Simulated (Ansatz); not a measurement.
# CCSD(T) forces

GeH₂ClO (SMILES [OH][GeH+][Cl]) (charge +1), singlet, displaced at random from a GFN2-xTB minimum.

O1  (-0.970, 0.223, -0.412)
Ge2  (0.585, 0.138, 0.188)
Cl3  (1.148, -1.754, 0.446)
H4  (-1.688, -0.289, -0.647)
H5  (1.091, 1.614, 0.378)
(Å)

Program: Ansatz 0.2.0. Basis: def2-TZVPP. Cores are frozen in the correlated methods. Filled d shells of the heavier atoms are correlated. The def2 sets are not built for correlating such inner shells, so the correlated values are less sure here.

CCSD(T) forces from the calculation:
```tsv
atom	Fx	Fy	Fz (eV/Å)
O1	1.558	2.799	0.444
Ge2	-0.626	1.944	-0.198
Cl3	1.040	-1.448	0.419
H4	-2.020	-2.135	-0.654
H5	0.048	-1.160	-0.010
```

Root-mean-square difference of the force components from those of CCSD(T): PBE0-D4 0.076; wB97M-V 0.061; r2SCAN-D4 0.061; PBE-D4 0.261; BLYP-D4 0.382; wB97X-V 0.088 eV/Å.

T1 diagnostic: at most 0.014. These are differences at one structure, and CCSD(T) in triple zeta is itself an approximation.

For scale, one of the runs: CCSD(T)/def2-TZVPP forces, 149 basis functions (an equivalent command: `ansatz run in.yaml --threads 4`). Time: 60 s of wall clock on 4 CPU threads; the host was shared. Peak host memory: 1.6 GiB.
